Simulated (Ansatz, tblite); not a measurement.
Adding an electron: Ag2O⁺ (the lowest doublet isomer of a short search). The state is a doublet with charge 1. Geometry: r2SCAN-D4/def2-TZVP. Ansatz, gas phase; energy differences of separate SCF runs; the reduced species is a singlet (the triplet lies 0.76 eV higher at PBE0-D4/def2-TZVP).

```xyz
3

Ag    0.943   -1.364    1.080
Ag   -0.708    1.611   -0.905
O    -0.235   -0.247   -0.174
```

In the def2 sets Ag takes a core potential; there is no spin–orbit coupling. The xTB rows come from tblite. The structure comes from a short search, and lower isomers may exist.

```
              level  −HOMO (eV)  −LUMO (eV)  vertical EA (eV)  HOMO–LUMO gap (eV)
           GFN1-xTB           –           –             13.53                   –
           GFN2-xTB           –           –             12.84                   –
   PBE-D4/def2-TZVP       11.04       10.41              7.37                0.62
r2SCAN-D4/def2-TZVP       11.17        9.53              7.00                1.65
  PBE0-D4/def2-TZVP       12.43        8.29              6.73                4.14
```

  HOMO and LUMO are the levels of the spin that leaves or enters (xTB has no such levels and no spin-polarisation term). Other spin states of the ions may lie lower, which would lower the ionisation energy or raise the affinity. Raw xTB energy differences between charge states are shifted by several eV; the methods need an empirical correction for them.
